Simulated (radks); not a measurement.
Excited configurations of Zn+: one electron is placed in a higher orbital outside [Ar] 3d10. The ground configuration is [Ar] 3d10 4s1. All-electron calculation, Dirac Kohn-Sham, PBEsol, spin-unpolarised, spherical densities, point nucleus; open shells are shared between the two j in proportion to 2j + 1. Program: a radial shooting solver on a logarithmic mesh with Libxc functionals. Excitation = E - E(ground); binding = E(ion) - E, where the ion is the core of charge +2; n* = 2/sqrt(2 binding) in atomic units, and the quantum defect is n - n*. Eigenvalue and <r> are those of j = l + 1/2.

| outer orbital | excitation (eV) | binding (eV) | n* | quantum defect | eigenvalue (eV) | <r> (bohr) |
|---|---|---|---|---|---|---|
| 4p | 6.357 | 11.993 | 2.130 | 1.870 | -8.616 | 3.079 |
| 4f | 14.916 | 3.434 | 3.981 | 0.019 | -2.462 | 8.925 |
| 5s | 11.048 | 7.301 | 2.730 | 2.270 | -5.727 | 5.737 |
| 5p | 12.684 | 5.665 | 3.099 | 1.901 | -4.370 | 6.971 |
| 5d | 14.824 | 3.525 | 3.929 | 1.071 | -2.676 | 10.47 |
| 6s | 14.338 | 4.011 | 3.683 | 2.317 | -3.199 | 10.46 |
| 6p | 15.027 | 3.322 | 4.048 | 1.952 | -2.630 | 12.22 |
| 6f | 16.718 | 1.632 | 5.776 | 0.224 | -1.288 | 23.04 |
| 7p | 16.158 | 2.191 | 4.984 | 2.016 | -1.764 | 18.87 |
| 7d | 16.709 | 1.640 | 5.761 | 1.239 | -1.317 | 24.56 |

The Delta-SCF ionisation energy is 18.349 eV (NIST Atomic Spectra Database: 17.964 eV, measured). Self-interaction in the functional shifts the binding energies and quantum defects, so they are the method's values and not measured ones. Spin polarisation and multiplet splitting are left out, so open shells lie too high by an amount that depends on their filling.

Beside tabulated values, note that spin-unpolarised runs miss the spin-polarisation part of the exchange energy of open shells.
